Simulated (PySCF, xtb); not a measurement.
1-chloro-1-methylcyclopropane (C₄H₇Cl), SMILES ClC1(C)CC1.

Harmonic wavenumbers (cm⁻¹) from GFN2-xTB run with xtb at its own minimum, in rising order: 177, 292, 292, 313, 383, 565, 792, 856, 898, 952, 954, 1056, 1069, 1103, 1105, 1140, 1186, 1368, 1407, 1425, 1474, 1477, 1488, 3022, 3030, 3036, 3086, 3089, 3103, 3115.

### Question
What does PBE0-D3(BJ)/def2-SVP in PySCF give at its own minimum? (The exact figures need the calculation; the answer reports its results.)

### Answer
244, 312, 313, 331, 398, 578, 769, 851, 875, 948, 948, 1031, 1073, 1082, 1124, 1171, 1227, 1345, 1409, 1421, 1449, 1466, 1501, 3059, 3151, 3154, 3161, 3161, 3252, 3260. Paired by order, the mean absolute difference is 38 cm⁻¹ and the zero-point energies are 61.8 and 63.0 kcal/mol.
